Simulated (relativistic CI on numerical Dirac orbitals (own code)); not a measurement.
**Hg XXXIX: computed level list**

Method of calculation: Dirac-Coulomb-Breit CI, KLI orbitals optimised for each configuration, a model potential for QED, unscaled Slater integrals (own radial code, finite nucleus).

CI space (outside the closed core [Ar] 3d10): 4s2.4p6.4d6, 4s2.4p6.4d5.4f, 4s2.4p5.4d7, 4s.4p6.4d7, 4s2.4p5.4d6.4f, 4s.4p6.4d6.4f, 4s2.4p6.4d5.5s, 4s2.4p6.4d4.4f.5s, 4s2.4p6.4d5.5d, 4s.4p6.4d6.5s, 4s2.4p6.4d5.6s, 4p6.4d8, 4p5.4d9, 4p5.4d8.4f, 4s2.4p6.4d4.5s2, 4s2.4p6.4d3.4f.5s2, 4s2.4p5.4d4.4f.5s2, 4s.4p6.4d4.4f.5s2. Double excitations out of closed p, d and f shells are left out; levels of such configurations are missing from the list, as are those of other unlisted configurations, and high levels can miss mixing partners.

The lowest level is 4s2.4p6.4d6 3F_4, with 39 % of that term; Hund's rules for 4s2.4p6.4d6 give 5D with J = 4, of which the calculation keeps J, while another term leads.

| No. | Configuration | Term | J | E (cm⁻¹) | % | Next component (%) | Lifetime (s) |
| --- | --- | --- | --- | --- | --- | --- | --- |
| 1 | 4s2.4p6.4d6 | 3F | 4 | 0 | 39 | 33 5D |  |
| 2 | 4s2.4p6.4d6 | 3P | 2 | 28632 | 39 | 21 3D | 1.01e+02 |
| 3 | 4s2.4p6.4d6 | 3P | 0 | 97502 | 51 | 29 1S | 3.63e-01 |
| 4 | 4s2.4p6.4d6 | 5D | 3 | 185131 | 64 | 22 3F | 5.96e-06 |
| 5 | 4s2.4p6.4d6 | 5D | 4 | 192483 | 43 | 23 3H | 6.35e-06 |
| 6 | 4s2.4p6.4d6 | 5D | 1 | 204424 | 49 | 30 3P | 5.44e-06 |
| 7 | 4s2.4p6.4d6 | 3G | 5 | 222259 | 59 | 40 3H | 2.81e-05 |
| 8 | 4s2.4p6.4d6 | 3H | 6 | 222461 | 66 | 33 1I | 1.61e-01 |
| 9 | 4s2.4p6.4d6 | 3F | 2 | 248178 | 48 | 23 1D | 9.10e-06 |
| 10 | 4s2.4p6.4d6 | 3D | 3 | 253896 | 29 | 28 3G | 1.27e-05 |
| 11 | 4s2.4p6.4d6 | 3P | 0 | 288590 | 71 | 23 1S | 1.24e-04 |
| 12 | 4s2.4p6.4d6 | 3P | 1 | 303872 | 61 | 31 3D | 1.26e-05 |
| 13 | 4s2.4p6.4d6 | 1G | 4 | 304909 | 41 | 29 3G | 1.42e-04 |
| 14 | 4s2.4p6.4d6 | 3D | 2 | 305753 | 35 | 20 3F | 3.10e-05 |
| 15 | 4s2.4p6.4d6 | 3F | 3 | 314291 | 55 | 37 1F | 1.70e-05 |
| 16 | 4s2.4p6.4d6 | 5D | 2 | 396858 | 59 | 29 3P | 2.54e-06 |
| 17 | 4s2.4p6.4d6 | 5D | 0 | 411108 | 61 | 38 1S | 2.27e-06 |
| 18 | 4s2.4p6.4d6 | 3H | 4 | 420423 | 41 | 37 3F | 3.04e-06 |
| 19 | 4s2.4p6.4d6 | 5D | 3 | 432490 | 28 | 25 3D | 3.33e-06 |
| 20 | 4s2.4p6.4d6 | 3H | 5 | 435310 | 59 | 40 3G | 5.53e-06 |
| 21 | 4s2.4p6.4d6 | 1I | 6 | 448832 | 66 | 33 3H | 8.74e-06 |
| 22 | 4s2.4p6.4d6 | 3F | 3 | 459556 | 42 | 41 3G | 4.93e-06 |
| 23 | 4s2.4p6.4d6 | 3D | 1 | 470467 | 48 | 45 3P | 4.00e-06 |
| 24 | 4s2.4p6.4d6 | 1G | 4 | 479662 | 53 | 28 3G | 5.99e-06 |
| 25 | 4s2.4p6.4d6 | 3F | 2 | 483452 | 34 | 30 3P | 5.20e-06 |
| 26 | 4s2.4p6.4d6 | 3F | 2 | 529652 | 68 | 19 3P | 3.26e-06 |
| 27 | 4s2.4p6.4d6 | 3F | 4 | 542555 | 63 | 30 1G | 5.02e-06 |
| 28 | 4s2.4p6.4d6 | 1D | 2 | 611295 | 80 | 8 3P | 5.21e-06 |
| 29 | 4s2.4p6.4d6 | 3P | 1 | 635849 | 63 | 36 5D | 1.38e-06 |
| 30 | 4s2.4p6.4d6 | 1S | 0 | 676059 | 78 | 19 3P | 3.45e-06 |
| 31 | 4s2.4p6.4d6 | 1G | 4 | 683620 | 41 | 22 3F | 1.99e-06 |
| 32 | 4s2.4p6.4d6 | 3P | 2 | 704892 | 34 | 26 1D | 2.13e-06 |
| 33 | 4s2.4p6.4d6 | 3F | 3 | 711016 | 39 | 25 1F | 2.33e-06 |
| 34 | 4s2.4p6.4d6 | 3P | 0 | 904683 | 57 | 31 1S | 1.04e-06 |
| 35 | 4s2.4p5.4d7 | 5G° | 6 | 1691447 | 67 | 28 3H° | 1.58e-10 |
| 36 | 4s2.4p5.4d7 | 3G° | 5 | 1716374 | 40 | 36 5F° | 3.04e-11 |
| 37 | 4s2.4p5.4d7 | 3D° | 3 | 1722496 | 49 | 15 3F° | 4.64e-11 |
| 38 | 4s2.4p5.4d7 | 3P° | 0 | 1728736 | 56 | 34 1S° | 1.51e-10 |
| 39 | 4s2.4p5.4d7 | 3F° | 4 | 1753141 | 22 | 16 5D° | 2.21e-11 |
| 40 | 4s2.4p5.4d7 | 3P° | 2 | 1753778 | 28 | 21 3D° | 1.90e-11 |
| 41 | 4s2.4p6.4d5.4f | 3D° | 3 | 1776276 | 12 | 12 3F° | 3.19e-11 |
| 42 | 4s2.4p5.4d7 | 3F° | 4 | 1785373 | 35 | 17 5D° | 2.37e-10 |
| 43 | 4s2.4p6.4d5.4f | 5D° | 1 | 1791216 | 16 | 14 3P° | 1.87e-11 |
| 44 | 4s2.4p5.4d7 | 3P° | 2 | 1796590 | 27 | 22 1D° | 1.33e-10 |
| 45 | 4s2.4p6.4d5.4f | 3F° | 2 | 1810922 | 19 | 13 5F° | 1.21e-10 |

Energies count from the lowest computed level; ° marks odd parity; lifetimes are radiative, by E1, M1, E2, M2, E3 decay to levels of this space only.

The mean weight of the leading LS term, summed over parents, in these 45 levels is 47 %, and that of the leading jj configuration (from the same eigenvectors) 90 %, so jj coupling describes them better and the LS labels are nominal.

At this charge energies of transitions that change n are usually good to better than 1 %, and those within a shell (Δn = 0) to a few per cent. Terms inside the open d or f shell come out 10 to 20 % too wide with unscaled integrals.

LS names give the leading component of a level, which can be under half, so a name can repeat, a term be missing and a line seem to break the LS rules.
